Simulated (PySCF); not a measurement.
First SCF of a structure search on singlet Li₂I₂, at a hand-made linear X-M-M-X geometry. PySCF input:

```python
from pyscf import gto, scf, dft
mol = gto.M(atom='''
Li     0.000000     0.000000     1.330000
Li     0.000000     0.000000    -1.330000
I      0.000000     0.000000     3.990000
I      0.000000     0.000000    -3.990000''',
    basis={'Li': 'def2-TZVP', 'I': 'def2-TZVP'},
    ecp={'I': 'def2-TZVP'},
    charge=0, spin=0)
mf = dft.RKS(mol, xc='PBE0')
mf.grids.atom_grid = (50, 194)
aux = {'Li': 'def2-universal-JKFIT', 'I': 'def2-universal-JKFIT'}
mf = mf.density_fit(auxbasis=aux)
mf.conv_tol = 1e-08
mf.diis_space = 10
mf.max_cycle = 60
mf.init_guess = 'minao'
mf.verbose = 4
mf.kernel()
```

Excerpt of the output (cycles and frontier levels):

```
init E= -525.776138762473
  HOMO = -1.18810644482369  LUMO = -0.565968888916203  gap/eV = 16.92923
cycle= 1 E= -607.030748780679  delta_E= -81.3  |g|= 4.66  |ddm|=   27
  HOMO = -0.024573158033787  LUMO = -0.0193762692124652  gap/eV = 0.14141
cycle= 2 E= -599.717006439461  delta_E= 7.31  |g|= 5.82  |ddm|= 13.4
  HOMO = -0.388543436562892  LUMO = -0.0151925980750489  gap/eV = 10.15939
cycle= 3 E= -610.053746679666  delta_E= -10.3  |g|= 1.14  |ddm|=  9.2
  HOMO = -0.225675291617266  LUMO = -0.15633390376731  gap/eV = 1.88688
cycle= 4 E= -610.403967942607  delta_E= -0.35  |g|= 0.918  |ddm|= 2.29
  HOMO = -0.213659337384088  LUMO = -0.190182088415083  gap/eV = 0.63885
cycle= 5 E= -610.504985818274  delta_E= -0.101  |g|= 0.264  |ddm|= 0.618
  HOMO = -0.250258750241926  LUMO = -0.177592230299267  gap/eV = 1.97736
cycle= 6 E= -610.535251521069  delta_E= -0.0303  |g|= 0.0103  |ddm|= 0.468
  HOMO = -0.251619672753703  LUMO = -0.176860301918648  gap/eV = 2.03431
cycle= 7 E= -610.535326275819  delta_E= -7.48e-05  |g|= 0.00313  |ddm|= 0.0356
  HOMO = -0.251002222287452  LUMO = -0.176018542140315  gap/eV = 2.04041
cycle= 8 E= -610.535331411057  delta_E= -5.14e-06  |g|= 0.00169  |ddm|= 0.00897
  HOMO = -0.250917202547385  LUMO = -0.176055391731549  gap/eV = 2.03709
cycle= 9 E= -610.535332646976  delta_E= -1.24e-06  |g|= 0.000247  |ddm|= 0.00299
  HOMO = -0.250869772957063  LUMO = -0.17601916218892  gap/eV = 2.03679
cycle= 10 E= -610.535332694784  delta_E= -4.78e-08  |g|= 2.87e-05  |ddm|= 0.000922
  HOMO = -0.250871596608423  LUMO = -0.176016514484164  gap/eV = 2.03691
cycle= 11 E= -610.535332695428  delta_E= -6.44e-10  |g|= 1.93e-06  |ddm|= 0.000109
  HOMO = -0.2508715458331  LUMO = -0.176016189896145  gap/eV = 2.03692
Extra cycle  E= -610.535332695434  delta_E= -6.59e-12  |g|= 1.19e-06  |ddm|= 1.08e-05
converged SCF energy = -610.535332695434
```

No lower solution of this spin was found by a stability analysis within the restricted form, which does not test spin polarisation.

The search for the lowest solution, with the stability check, took 8.1 s on 2 threads of a shared Arm Neoverse V1 host, with 128 basis functions.
